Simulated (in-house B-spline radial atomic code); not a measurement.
Values are calculated unless marked as measured or tabulated.
## Ghost states of the separable form: Ca

Ca, [Ar] 4s2, non-relativistic LDA (VWN5), spherical and spin-unpolarised, from a B-spline radial code for spherical atoms (atomic units; all potentials screened as in the neutral atom).

Troullier-Martins channels: 4s (ε = -0.1414, r_c = 3.1 bohr), 3p (ε = -1.0306, r_c = 1.219 bohr). In the Kleinman-Bylander form one channel serves as the local potential, and each other channel l becomes |δV u><u δV|/<u|δV|u>, with δV = V_l − V_local and u the pseudo-orbital. Its strength is E_KB = <u|δV²|u>/<u|δV|u>. By the analysis of Gonze, Stumpf and Scheffler a spurious state lies below the reference level ε if E_KB > 0 and ε is above the second level of the local potential alone, or if E_KB < 0 and ε is above its first. The table's levels are those of angular momentum l in a sphere of 9 bohr, whose wall can lift a shallow ε a little above its free-atom value.

```json
{"local": "s", "channel": "p", "<u δV u>": "-3.2112", "<u δV² u>": "13.41", "ε": "-1.0306", "first local level": "-0.0526", "second local level": "0.1984"}
{"local": "p", "channel": "s", "<u δV u>": "0.11503", "<u δV² u>": "0.22557", "ε": "-0.1385", "first local level": "-2.6385", "second local level": "-0.2610"}
```

Question: Apply the rule to each row.

Answer: Local s, channel p: E_KB = -4.18, so ε = -1.0306 is set against -0.0526: no ghost. Local p, channel s: E_KB = +1.96, so ε = -0.1385 is set against -0.2610: a ghost.

Diagonalising the separable Hamiltonian gives:

| local | channel | three lowest levels | all-electron, two lowest valence levels |
| --- | --- | --- | --- |
| s | p | -1.0306, -0.0197, 0.2569 | -1.0306, -0.0402 |
| p | s | -1.3064, -0.1385, 0.1252 | -0.1385, 0.1261 |

Question: Which choices of local channel are safe?

Answer: Free of ghosts: s. With p local the s channel has a ghost 1.17 hartree below ε, since the local potential binds more than one state below ε, and a repulsive term of rank one raises each level at most to the next, so it clears only one of them. Among the safe choices the second level, which tests transfer, is off by at most 20.5 millihartree (s local).
